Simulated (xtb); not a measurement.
ReO₃, SMILES [O]=[Re+](=[O])=[O], charge +1, multiplicity 1. All values are semi-empirical tight-binding results from xtb (GFN2-xTB unless named), good for trends rather than for accurate numbers. Geometry optimised at GFN2-xTB. The spin state was assumed, not searched. The isomer is the one that the SMILES or the coordinates give; other isomers of the formula were not compared.

For metal compounds this method's bond lengths and energies can be far off.

The point group as xtb finds it comes out as C3v. The orbital gap is 1.71 eV, the zero-point energy is 5.3 kcal/mol and the G − E(el) at 298.15 K (modified RRHO) comes out as -12.2 kcal/mol.
